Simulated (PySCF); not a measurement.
CH4BrFOSi.

```xyz
9

C      2.0071    -0.2028    -1.0308
Si     0.1849    -0.1314    -0.7920
O     -0.4997    -1.5210    -1.3352
F     -0.4413     1.1276    -1.5964
Br    -0.3535     0.2111     1.3356
H      2.4382    -1.0267    -0.4440
H      2.4736     0.7396    -0.7097
H      2.2397    -0.3687    -2.0938
H     -1.4387    -1.6567    -1.1748
```

The structure is a stationary point at PBE0-D3(BJ)/def2-SVP. The structure was generated by enumeration, and PubChem lists no compound with its InChIKey, so it may never have been made. One conformer was computed; it need not be the lowest.

Method: HF/pcSseg-1 (PySCF). Non-relativistic, no solvent.

Give the absolute GIAO shielding of each atom: isotropic value and principal components (ppm). (Estimate from the structure and the level; the computed values follow.)


| atom | σ(iso) | σ11 | σ22 | σ33 | span |
|---|---|---|---|---|---|
| C1 | 190.7 | 185.5 | 186.4 | 200.1 | 14.6 |
| Si2 | 401.1 | 367.5 | 382.6 | 453.1 | 85.6 |
| O3 | 272.6 | 239.5 | 267.6 | 310.7 | 71.2 |
| F4 | 334.6 | 287.8 | 326.1 | 390.0 | 102.2 |
| Br5 | 2679.0 | 2483.8 | 2555.8 | 2997.3 | 513.4 |
| H6 | 31.1 | 26.4 | 29.0 | 37.9 | 11.5 |
| H7 | 31.1 | 26.3 | 29.1 | 38.1 | 11.8 |
| H8 | 31.0 | 25.9 | 27.6 | 39.5 | 13.6 |
| H9 | 28.8 | 20.5 | 23.6 | 42.4 | 21.9 |
